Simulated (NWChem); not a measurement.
System: CH3AlF2; SMILES [F][Al]([CH3])[F]

Input file for NWChem:

```
start job
memory heap 200 mb stack 900 mb global 1100 mb
geometry units angstroms noautoz
  Al    -0.005026     0.047336     0.000602
  C     -0.008517    -1.879607     0.001362
  H      0.485055    -2.267344    -0.904613
  H     -1.028101    -2.290776     0.039650
  H      0.555333    -2.270076     0.863832
  F     -1.399538     0.946126    -0.001060
  F      1.405438     0.921190    -0.000917
end
basis spherical
  Al library def2-svp
  C library def2-svp
  H library def2-svp
  F library def2-svp
end
dft
  xc mn15-l
  iterations 150
  mulliken
end
task dft energy
```

Coordinates come from a PBE0/def2-SVP optimisation.

Question: Predict the main results of this run. (MN15-L/def2-SVP.) Quantities: energy (Ha); highest occupied level (eV); orbital gap (eV); dipole (D).

Answer: 
```json
{
 "energy (Ha)": "-481.60",
 "highest occupied level (eV)": "-8.35",
 "orbital gap (eV)": "7.62",
 "dipole (D)": "2.17"
}
```
